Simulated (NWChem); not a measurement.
C2H7GeN; SMILES C/C=[N]\[GeH3]

```xyz
11

C      0.7536     2.3112     0.0008
C     -0.6355     1.7186     0.0003
N     -1.0230     0.5093    -0.0005
Ge     0.0589    -1.0193    -0.0016
H      1.5390     1.5519    -0.0016
H      0.8805     2.9577    -0.8777
H      0.8816     2.9533     0.8823
H     -1.4304     2.4837     0.0009
H     -0.3404    -1.8115    -1.2661
H      1.6013    -0.8021    -0.0025
H     -0.3388    -1.8123     1.2631
```
Atoms are numbered in this order, from 1.

Structure relaxed at the B3LYP/6-31G* (spherical d) level.

Question: Give the principal values of the shielding tensors (ppm) of C1, C2, N3, Ge4 from Hartree-Fock/6-31G* (spherical d), GIAO (NWChem), with their diamagnetic and paramagnetic parts as GIAO splits them.

Answer: 
```json
[
 {"atom": "C1", "σ11": "159.6", "σ22": "169.0", "σ33": "199.1", "isotropic": "175.9", "diamagnetic": "250.9", "paramagnetic": "-75.0"},
 {"atom": "C2", "σ11": "-85.6", "σ22": "31.7", "σ33": "146.1", "isotropic": "30.7", "diamagnetic": "251.5", "paramagnetic": "-220.8"},
 {"atom": "N3", "σ11": "-408.3", "σ22": "-116.0", "σ33": "283.8", "isotropic": "-80.2", "diamagnetic": "321.8", "paramagnetic": "-402.0"},
 {"atom": "Ge4", "σ11": "1738.7", "σ22": "1742.3", "σ33": "1870.1", "isotropic": "1783.7", "diamagnetic": "2757.8", "paramagnetic": "-974.1"}
]
```
